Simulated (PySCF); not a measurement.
# MF₂ across group 16

Level: PBE0, basis family def2-TZVP, scalar-relativistic core potentials from Rb on and no relativity for lighter atoms.

Each entry is the lowest minimum that a search over a few typed start shapes (and spin states, where more than one is plausible) found, or that minimum re-optimised at the stated level; isomers with ligand–ligand bonds, or fragments after loss of a ligand pair, can lie lower. Open shells are unrestricted; no spin–orbit coupling; PySCF with density fitting.

```tsv
molecule	2S+1	point group	mean bond to the central atom (Å)	distinct angles (°)	lowest ω (cm⁻¹)	highest ω (cm⁻¹)	polar-tensor charge of the central atom
OF₂	1	C2v	1.381	104	508	1067	0.50
SF₂	1	C2v	1.590	99	354	862	0.94
SeF₂	1	C2v	1.730	96	268	722	0.99
TeF₂	1	C2v	1.890	95	209	655	1.08
```

The bond lengthens at every step; the largest change, 0.209 Å, falls between OF₂ and SF₂ among the members listed.

Left out of the table are members whose search was unfinished or whose lowest solution was spin-contaminated, unstable, very soft or bonded differently.
